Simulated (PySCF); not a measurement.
O2Si, triplet, geometry from GFN2-xTB (a higher spin typed on purpose: for a closed-shell molecule this is an excited state); PySCF with HF/def2-SV(P).

Here is a job for PySCF.
```python
from pyscf import gto, scf

mol = gto.Mole()
mol.atom = '''
    O    -1.25209476    0.43857993   -0.24641232
    Si   -0.03540361   -0.36887068    0.27017815
    O     1.31405109    0.20694376   -0.22639944
'''
mol.basis = 'def2-sv(p)'
mol.spin = 2
mol.verbose = 4
mol.build()

mf = scf.UHF(mol)
mf.kernel()
```

Output, abridged:

```
PySCF version 2.14.0

[INPUT] verbose = 4
[INPUT] num. atoms = 3
[INPUT] num. electrons = 30
[INPUT] charge = 0
[INPUT] spin (= nelec alpha-beta = 2S) = 2
[INPUT] symmetry False subgroup None
[INPUT] Mole.unit = angstrom
[INPUT] Symbol           X                Y                Z      unit          X                Y                Z       unit  Magmom
[INPUT]  1 O     -1.252094760000   0.438579930000  -0.246412320000 AA   -2.366116178403   0.828795951431  -0.465651798519 Bohr   0.0
[INPUT]  2 Si    -0.035403610000  -0.368870680000   0.270178150000 AA   -0.066903126721  -0.697064560582   0.510562708342 Bohr   0.0
[INPUT]  3 O      1.314051090000   0.206943760000  -0.226399440000 AA    2.483196673786   0.391067029588  -0.427832936355 Bohr   0.0

nuclear repulsion = 89.6714524175723
number of shells = 20
number of NR pGTOs = 84
number of NR cGTOs = 46
basis = def2-sv(p)
ecp = {}

******** <class 'pyscf.scf.uhf.UHF'> ********
method = UHF
initial guess = minao
damping factor = 0
level_shift factor = 0
DIIS = <class 'pyscf.scf.diis.CDIIS'>
diis_start_cycle = 1
diis_space = 8
diis_damp = 0
SCF conv_tol = 1e-09
SCF conv_tol_grad = None
SCF max_cycles = 50
direct_scf = True
direct_scf_tol = 1e-13
number electrons alpha = 16  beta = 14
Set gradient conv threshold to 3.16228e-05
init E= -438.319940530614

cycle= 1 E= -438.225796137579  delta_E= 0.0941  |g|= 0.433  |ddm|= 1.57
cycle= 2 E= -438.303939924664  delta_E= -0.0781  |g|= 0.29  |ddm|= 0.657
cycle= 3 E= -438.341008937431  delta_E= -0.0371  |g|= 0.0599  |ddm|= 0.248
cycle= 4 E= -438.347673739969  delta_E= -0.00666  |g|= 0.03  |ddm|= 0.125
cycle= 5 E= -438.350681115112  delta_E= -0.00301  |g|= 0.0232  |ddm|= 0.0733
cycle= 6 E= -438.353457497004  delta_E= -0.00278  |g|= 0.0229  |ddm|= 0.0718
cycle= 7 E= -438.353053667107  delta_E= 0.000404  |g|= 0.0229  |ddm|= 0.0107
cycle= 8 E= -438.354166594627  delta_E= -0.00111  |g|= 0.023  |ddm|= 0.0295
cycle= 9 E= -438.337073295762  delta_E= 0.0171  |g|= 0.0402  |ddm|= 0.437
cycle= 10 E= -438.341035930888  delta_E= -0.00396  |g|= 0.0346  |ddm|= 0.103
cycle= 11 E= -438.348364474987  delta_E= -0.00733  |g|= 0.0346  |ddm|= 0.212
cycle= 12 E= -438.344786452611  delta_E= 0.00358  |g|= 0.039  |ddm|= 0.0914
cycle= 13 E= -438.349205012883  delta_E= -0.00442  |g|= 0.0286  |ddm|= 0.104
cycle= 14 E= -438.352951546148  delta_E= -0.00375  |g|= 0.0286  |ddm|= 0.101
cycle= 15 E= -438.345326741816  delta_E= 0.00762  |g|= 0.0399  |ddm|= 0.187
cycle= 16 E= -438.346330816683  delta_E= -0.001  |g|= 0.037  |ddm|= 0.0231
cycle= 17 E= -438.347949766088  delta_E= -0.00162  |g|= 0.0341  |ddm|= 0.0407
cycle= 18 E= -438.356909305055  delta_E= -0.00896  |g|= 0.0226  |ddm|= 0.228
cycle= 19 E= -438.348608377511  delta_E= 0.0083  |g|= 0.0254  |ddm|= 0.218
cycle= 20 E= -438.342387184831  delta_E= 0.00622  |g|= 0.0321  |ddm|= 0.164
cycle= 21 E= -438.34466946781  delta_E= -0.00228  |g|= 0.0326  |ddm|= 0.0682
cycle= 22 E= -438.344351506573  delta_E= 0.000318  |g|= 0.0336  |ddm|= 0.0075
cycle= 23 E= -438.343066638025  delta_E= 0.00128  |g|= 0.0354  |ddm|= 0.0344
cycle= 24 E= -438.342312569297  delta_E= 0.000754  |g|= 0.0354  |ddm|= 0.0221
cycle= 25 E= -438.340312839074  delta_E= 0.002  |g|= 0.0388  |ddm|= 0.0513
cycle= 26 E= -438.335011525021  delta_E= 0.0053  |g|= 0.0541  |ddm|= 0.117
cycle= 27 E= -438.345428235111  delta_E= -0.0104  |g|= 0.0268  |ddm|= 0.244
cycle= 28 E= -438.350646807328  delta_E= -0.00522  |g|= 0.025  |ddm|= 0.139
cycle= 29 E= -438.33926333815  delta_E= 0.0114  |g|= 0.041  |ddm|= 0.288
cycle= 30 E= -438.337044842786  delta_E= 0.00222  |g|= 0.0459  |ddm|= 0.0558
cycle= 31 E= -438.341616108214  delta_E= -0.00457  |g|= 0.0354  |ddm|= 0.112
cycle= 32 E= -438.342111371938  delta_E= -0.000495  |g|= 0.0334  |ddm|= 0.0119
cycle= 33 E= -438.341932463317  delta_E= 0.000179  |g|= 0.0314  |ddm|= 0.0163
cycle= 34 E= -438.341559905507  delta_E= 0.000373  |g|= 0.0312  |ddm|= 0.0176
cycle= 35 E= -438.338088505904  delta_E= 0.00347  |g|= 0.0351  |ddm|= 0.095
cycle= 36 E= -438.357272349032  delta_E= -0.0192  |g|= 0.0296  |ddm|= 0.515
cycle= 37 E= -438.355815059245  delta_E= 0.00146  |g|= 0.0315  |ddm|= 0.038
cycle= 38 E= -438.359202260033  delta_E= -0.00339  |g|= 0.0287  |ddm|= 0.0914
cycle= 39 E= -438.348612145673  delta_E= 0.0106  |g|= 0.0225  |ddm|= 0.304
cycle= 40 E= -438.358775012879  delta_E= -0.0102  |g|= 0.0325  |ddm|= 0.292
cycle= 41 E= -438.3588759222  delta_E= -0.000101  |g|= 0.0384  |ddm|= 0.0327
cycle= 42 E= -438.346261750197  delta_E= 0.0126  |g|= 0.0324  |ddm|= 0.338
cycle= 43 E= -438.366072891209  delta_E= -0.0198  |g|= 0.0345  |ddm|= 0.573
cycle= 44 E= -438.366794390175  delta_E= -0.000721  |g|= 0.0232  |ddm|= 0.0495
cycle= 45 E= -438.368566844618  delta_E= -0.00177  |g|= 0.00405  |ddm|= 0.162
cycle= 46 E= -438.367540744462  delta_E= 0.00103  |g|= 0.0165  |ddm|= 0.135
cycle= 47 E= -438.368525856067  delta_E= -0.000985  |g|= 0.00612  |ddm|= 0.0839
cycle= 48 E= -438.368628223628  delta_E= -0.000102  |g|= 0.00233  |ddm|= 0.0228
cycle= 49 E= -438.36864661111  delta_E= -1.84e-05  |g|= 0.00111  |ddm|= 0.00914
cycle= 50 E= -438.368652622271  delta_E= -6.01e-06  |g|= 0.000378  |ddm|= 0.00648
SCF not converged.
SCF energy = -438.368652622271 after 50 cycles  <S^2> = 2.028387  2S+1 = 3.0188654
```

The run did not converge; its last values are not results.
